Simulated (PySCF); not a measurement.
Species: C6H8BrF.
SMILES: `C=C(Br)/C(C)=C/CF`

A linear-response calculation (PySCF, def2-SVPD basis, gas phase, vertical, core orbitals frozen in the response) gave these numbers; the functional is withheld.

Orbital energies (eV): HOMO-3 -11.26, HOMO-2 -9.61, HOMO-1 -9.21, HOMO -8.20, LUMO -0.29, LUMO+1 0.86, LUMO+2 1.11.

| state | E (eV) | f | main configurations (H = HOMO, L = LUMO) |
| --- | --- | --- | --- |
| S1 | 5.48 | 0.486 | H→L (96%) |
| S2 | 5.68 | 0.0008 | H→L+1 (71%), H-1→L+1 (14%) |
| S3 | 5.96 | 0.078 | H-1→L (97%) |
| S4 | 6.09 | 0.0002 | H-2→L (98%) |
| S5 | 6.60 | 0.0009 | H-2→L+1 (87%) |
| S6 | 6.62 | 0.0027 | H→L+2 (86%) |

Triplets (Tamm–Dancoff): T1 3.10 eV, H→L (90%); T2 4.50 eV, H-1→L (62%), H→L+5 (12%), H→L+8 (9%); T3 5.27 eV, H→L+1 (55%), H-1→L+1 (27%); T4 5.90 eV, H-2→L+1 (82%).

Vertical ionisation energy by ΔSCF with the same functional: 8.83 eV. Mean static polarisability: 98.7 au.

Question: Which of these was used?
A. PBE0
B. HF
C. CAM-B3LYP
D. PBE

Answer: C. CAM-B3LYP is range-separated, 19% exact exchange at short range and 65% at long range (ω = 0.33 bohr⁻¹). In this run −ε(HOMO) = 8.20 eV differs from the ΔSCF value by -0.63 eV, and S1 differs from the orbital gap of 7.90 eV by -2.42 eV. The ratio −ε(HOMO)/IP is 0.93. Small neutral molecules mostly give 0.85 to 0.93 with CAM-B3LYP, 0.5 to 0.7 with PBE, 0.7 to 0.83 with PBE0; Hartree–Fock can't fall below 1, since the ion's relaxation only lowers the ΔSCF value.

Theory: TDDFT CAM-B3LYP/def2-SVPD, vertical, gas phase, core orbitals frozen in the response in PySCF. Isolated species at its PBE0-D3(BJ)/def2-SVP geometry (one conformer only). The CAM-B3LYP/def2-SVPD calculation is non-relativistic and has no spin–orbit coupling, an omission that weighs most on bromine.

On Arm Neoverse V2, one thread, shared host, this took 3.5 min.

The values belong to the conformer `[CH2:1]=[C:2]([Br:3])/[C:4]([CH3:5])=[CH:6]/[CH2:7][F:8]`: C1–C2–C4–C5 -1°, C4–C6–C7–F8 -177°.
